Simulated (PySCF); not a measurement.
A geometry optimisation, step by step.

Compound: C₅H₁₂GeO₂.
Atom-mapped SMILES: `[CH3:1][CH2:2][C@@H:3]1[CH2:4][O:5][Ge@@H:6]([CH3:7])[O:8]1` (hydrogens: H9, H10, H11 on C1; H12, H13 on C2; H14 on C3; H15, H16 on C4; H17 on Ge6; H18, H19, H20 on C7)

Method: PBE0-D3(BJ)/def2-SVP geometry optimisation, gas phase in PySCF; density fitting, grid level 1; the optimiser is geomeTRIC in internal coordinates, started from a GFN2-xTB structure with every atom displaced at random (about 0.01 Å). The frame can shift and turn from step to step; on so coarse a grid that alone can change the energy by a few meV, and forces under 0.02 eV/Å are noise.

Step 0: E = -65962.4531 eV, largest atomic force 1.893 eV/Å
```
atom  x, y, z in Å  |  force x, y, z in eV/Å
C1     -2.989   -0.248    0.093   -0.622   1.719   0.228
C2     -1.727    0.194   -0.605    0.182  -0.180   0.018
C3     -0.544   -0.673   -0.224    1.444   0.699   0.067
C4      0.066   -0.286    1.166   -1.833   0.335  -0.333
O5      0.970    0.746    1.015    0.518   0.723   0.311
Ge6     1.641    0.771   -0.635    0.916  -0.492  -0.029
C7      3.534    0.164   -0.784   -1.770  -0.030   0.353
O8      0.537   -0.513   -1.158   -0.705  -0.537  -0.207
H9     -2.914   -0.156    1.190    0.031  -0.157  -0.035
H10    -3.831    0.422   -0.206    0.276  -0.363   0.159
H11    -3.272   -1.249   -0.165   -0.183  -0.987  -0.186
H12    -1.470    1.239   -0.354   -0.141   0.053  -0.077
H13    -1.873    0.138   -1.695    0.133   0.015  -0.022
H14    -0.830   -1.725   -0.220   -0.085  -0.428  -0.071
H15    -0.768    0.051    1.830    0.352  -0.142  -0.127
H16     0.517   -1.144    1.634    0.505  -0.904   0.378
H17     1.314    2.125   -1.252    0.077   0.263  -0.150
H18     3.844    0.215   -1.811    0.303   0.060  -0.857
H19     3.604   -0.865   -0.427   -0.015  -0.180   0.086
H20     4.142    0.810   -0.180    0.616   0.535   0.495
```

Step 1: E = -65962.6116 eV, largest atomic force 0.426 eV/Å
```
atom  x, y, z in Å  |  force x, y, z in eV/Å
C1     -2.996   -0.140   -0.377    0.008  -0.279   0.018
C2     -1.612    0.167   -0.920    0.059   0.070   0.097
C3     -0.502   -0.695   -0.326   -0.148  -0.213   0.054
C4     -0.163   -0.294    1.122    0.305  -0.116   0.086
O5      0.737    0.796    1.105   -0.165  -0.047  -0.128
Ge6     1.702    0.718   -0.409   -0.316   0.048   0.282
C7      3.513    0.172   -0.061    0.267  -0.002  -0.241
O8      0.685   -0.604   -1.095    0.206   0.270   0.080
H9     -3.065    0.013    0.714   -0.004   0.001  -0.091
H10    -3.746    0.502   -0.852   -0.141   0.103  -0.010
H11    -3.283   -1.188   -0.588    0.048   0.149   0.070
H12    -1.367    1.229   -0.736    0.020   0.006  -0.043
H13    -1.597    0.023   -2.008    0.036  -0.012  -0.126
H14    -0.822   -1.757   -0.346    0.016   0.121   0.021
H15    -1.069   -0.006    1.679    0.002  -0.003   0.001
H16     0.295   -1.162    1.650   -0.087   0.162  -0.084
H17     1.577    2.045   -1.193    0.005  -0.120   0.051
H18     4.027    0.132   -1.035    0.142  -0.071   0.121
H19     3.536   -0.824    0.402   -0.033   0.014  -0.018
H20     4.049    0.889    0.588   -0.221  -0.080  -0.140
```

Step 2: E = -65962.6367 eV, largest atomic force 0.195 eV/Å
```
atom  x, y, z in Å  |  force x, y, z in eV/Å
C1     -3.001   -0.143   -0.394   -0.002  -0.025  -0.054
C2     -1.608    0.169   -0.919   -0.034   0.016   0.034
C3     -0.503   -0.689   -0.308   -0.067  -0.059  -0.014
C4     -0.160   -0.293    1.141    0.068  -0.009   0.007
O5      0.728    0.802    1.128   -0.044   0.034  -0.051
Ge6     1.694    0.731   -0.383    0.007  -0.051   0.113
C7      3.517    0.160   -0.091    0.021  -0.027  -0.192
O8      0.686   -0.581   -1.073    0.081   0.047   0.021
H9     -3.082    0.018    0.692   -0.001   0.015   0.016
H10    -3.758    0.492   -0.878    0.010   0.000   0.023
H11    -3.276   -1.192   -0.594    0.013   0.015   0.012
H12    -1.367    1.233   -0.743    0.003  -0.003  -0.016
H13    -1.573    0.016   -2.010    0.021  -0.004   0.008
H14    -0.817   -1.748   -0.330    0.000   0.010   0.004
H15    -1.068   -0.012    1.700   -0.014  -0.001   0.008
H16     0.300   -1.155    1.664   -0.016   0.011  -0.027
H17     1.562    2.054   -1.158    0.000   0.027   0.015
H18     4.045    0.115   -1.056    0.009  -0.012   0.043
H19     3.533   -0.837    0.370   -0.024   0.004   0.027
H20     4.044    0.875    0.558   -0.031   0.014   0.024
```

Step 3: E = -65962.6397 eV, largest atomic force 0.059 eV/Å
```
atom  x, y, z in Å  |  force x, y, z in eV/Å
C1     -3.000   -0.146   -0.393    0.004   0.012  -0.009
C2     -1.609    0.169   -0.919   -0.011  -0.002   0.000
C3     -0.502   -0.685   -0.308    0.001   0.019  -0.009
C4     -0.159   -0.290    1.142   -0.008   0.000   0.013
O5      0.723    0.810    1.131   -0.026   0.025  -0.009
Ge6     1.695    0.739   -0.374    0.014  -0.005  -0.009
C7      3.515    0.151   -0.104    0.009  -0.021  -0.054
O8      0.689   -0.568   -1.071   -0.009  -0.021  -0.002
H9     -3.080    0.023    0.693   -0.001   0.005   0.006
H10    -3.761    0.484   -0.876    0.007  -0.002   0.004
H11    -3.270   -1.197   -0.584   -0.002  -0.011   0.001
H12    -1.370    1.235   -0.749    0.006  -0.002  -0.002
H13    -1.569    0.011   -2.009   -0.006   0.002   0.004
H14    -0.811   -1.745   -0.331    0.005  -0.008  -0.007
H15    -1.069   -0.014    1.702    0.009  -0.003   0.005
H16     0.304   -1.151    1.660    0.009  -0.017   0.004
H17     1.568    2.069   -1.137    0.000   0.019   0.019
H18     4.047    0.104   -1.065   -0.012   0.002   0.003
H19     3.518   -0.846    0.356   -0.004   0.006   0.019
H20     4.040    0.860    0.551    0.015   0.004   0.024
```

Step 4: E = -65962.6403 eV, largest atomic force 0.029 eV/Å
```
atom  x, y, z in Å  |  force x, y, z in eV/Å
C1     -3.000   -0.146   -0.389    0.002   0.012   0.009
C2     -1.612    0.170   -0.919    0.003  -0.006  -0.002
C3     -0.501   -0.681   -0.309    0.010   0.016   0.001
C4     -0.157   -0.288    1.141   -0.014  -0.003   0.000
O5      0.721    0.815    1.130   -0.013   0.013  -0.002
Ge6     1.696    0.744   -0.373    0.017   0.003  -0.023
C7      3.514    0.144   -0.110   -0.006  -0.002   0.009
O8      0.688   -0.560   -1.073   -0.011  -0.012  -0.004
H9     -3.078    0.028    0.696   -0.001   0.000   0.000
H10    -3.764    0.480   -0.872    0.001  -0.002  -0.003
H11    -3.269   -1.199   -0.574   -0.002  -0.006  -0.001
H12    -1.374    1.236   -0.753    0.004   0.001   0.002
H13    -1.574    0.009   -2.008   -0.007   0.001   0.002
H14    -0.808   -1.742   -0.333    0.002  -0.006  -0.005
H15    -1.065   -0.017    1.704    0.005  -0.003   0.003
H16     0.310   -1.150    1.656    0.007  -0.012   0.000
H17     1.573    2.081   -1.125    0.002   0.006   0.013
H18     4.045    0.096   -1.071   -0.009   0.001  -0.009
H19     3.510   -0.853    0.350    0.001   0.002   0.005
H20     4.043    0.847    0.549    0.012  -0.004   0.003
```

Step 5: E = -65962.6406 eV, largest atomic force 0.050 eV/Å
```
atom  x, y, z in Å  |  force x, y, z in eV/Å
C1     -3.001   -0.145   -0.378   -0.001   0.006   0.014
C2     -1.616    0.172   -0.917    0.010  -0.002  -0.005
C3     -0.501   -0.676   -0.314    0.007  -0.002   0.007
C4     -0.153   -0.288    1.137   -0.005  -0.006  -0.004
O5      0.719    0.821    1.126   -0.001  -0.001   0.005
Ge6     1.698    0.750   -0.374    0.001   0.006  -0.014
C7      3.511    0.135   -0.117   -0.008   0.009   0.048
O8      0.686   -0.549   -1.081   -0.006   0.006  -0.006
H9     -3.073    0.035    0.706    0.000  -0.001  -0.003
H10    -3.768    0.478   -0.861   -0.002  -0.002  -0.004
H11    -3.268   -1.199   -0.557   -0.001   0.002   0.000
H12    -1.378    1.238   -0.755    0.001   0.001   0.004
H13    -1.585    0.009   -2.007   -0.007   0.002   0.000
H14    -0.802   -1.739   -0.340   -0.002   0.000  -0.004
H15    -1.060   -0.024    1.706    0.002  -0.004   0.002
H16     0.321   -1.149    1.646    0.003   0.000  -0.002
H17     1.582    2.095   -1.113    0.003  -0.003   0.000
H18     4.040    0.084   -1.079   -0.002  -0.004  -0.012
H19     3.498   -0.863    0.342    0.003  -0.003  -0.010
H20     4.049    0.830    0.545    0.004  -0.004  -0.017
```

Step 6: E = -65962.6406 eV, largest atomic force 0.047 eV/Å
```
atom  x, y, z in Å  |  force x, y, z in eV/Å
C1     -3.001   -0.141   -0.366   -0.002   0.000   0.010
C2     -1.620    0.175   -0.915    0.008   0.003  -0.002
C3     -0.500   -0.673   -0.318    0.003  -0.012   0.008
C4     -0.148   -0.289    1.133    0.001  -0.005  -0.006
O5      0.717    0.824    1.122    0.006  -0.008   0.005
Ge6     1.699    0.754   -0.377   -0.007   0.004   0.000
C7      3.508    0.126   -0.122   -0.006   0.010   0.045
O8      0.683   -0.539   -1.089    0.001   0.015  -0.007
H9     -3.068    0.042    0.718    0.000  -0.001  -0.002
H10    -3.772    0.479   -0.847   -0.003   0.000  -0.003
H11    -3.269   -1.196   -0.540    0.000   0.004   0.001
H12    -1.380    1.241   -0.754    0.000   0.001   0.004
H13    -1.596    0.012   -2.004   -0.003   0.002  -0.001
H14    -0.799   -1.736   -0.348   -0.003   0.004  -0.001
H15    -1.053   -0.033    1.708   -0.001  -0.004   0.001
H16     0.333   -1.151    1.635    0.000   0.004  -0.004
H17     1.590    2.105   -1.107    0.002  -0.007  -0.006
H18     4.033    0.072   -1.087    0.002  -0.006  -0.007
H19     3.488   -0.872    0.336    0.003  -0.004  -0.013
H20     4.055    0.815    0.539   -0.001  -0.001  -0.020
```

Step 7: E = -65962.6407 eV, largest atomic force under 0.02 eV/Å
```
atom  x, y, z in Å  |  force x, y, z in eV/Å
C1     -3.002   -0.134   -0.347   -0.001  -0.006   0.000
C2     -1.625    0.181   -0.908    0.001   0.006   0.001
C3     -0.501   -0.668   -0.324   -0.003  -0.015   0.004
C4     -0.141   -0.294    1.127    0.005  -0.001  -0.005
O5      0.718    0.825    1.117    0.011  -0.012   0.004
Ge6     1.700    0.758   -0.382   -0.010   0.000   0.015
C7      3.504    0.115   -0.131   -0.001   0.005   0.018
O8      0.677   -0.526   -1.101    0.005   0.015  -0.007
H9     -3.061    0.053    0.736    0.000   0.001  -0.001
H10    -3.776    0.484   -0.826   -0.003   0.001   0.001
H11    -3.271   -1.189   -0.516    0.002   0.005   0.002
H12    -1.383    1.247   -0.749   -0.001   0.000   0.003
H13    -1.613    0.020   -1.998    0.002   0.003  -0.001
H14    -0.797   -1.732   -0.360   -0.003   0.005   0.001
H15    -1.042   -0.048    1.712   -0.002  -0.003   0.000
H16     0.350   -1.157    1.619   -0.002   0.005  -0.003
H17     1.600    2.114   -1.103    0.001  -0.006  -0.008
H18     4.021    0.053   -1.100    0.004  -0.006  -0.001
H19     3.476   -0.884    0.326    0.001  -0.002  -0.007
H20     4.063    0.798    0.525   -0.004   0.004  -0.013
```

**Question.** Summarise the path.

**Answer.** The energy falls by 0.1876 eV from step 0 to step 7; nine tenths of that is first reached at step 2. It falls at every step. The largest force goes from 1.893 to under 0.02 eV/Å. Among the bonds Ge6–C7 changes most, from 1.993 to 1.932 Å; the atoms move by 0.109 Å rms after alignment.

The cost below is that of the whole optimisation. Time: 1.8 min; peak memory 0.89 GiB. Hardware: an Intel Xeon 6975P-C with one thread, shared host with 192 logical CPUs at a one-minute load of 76.
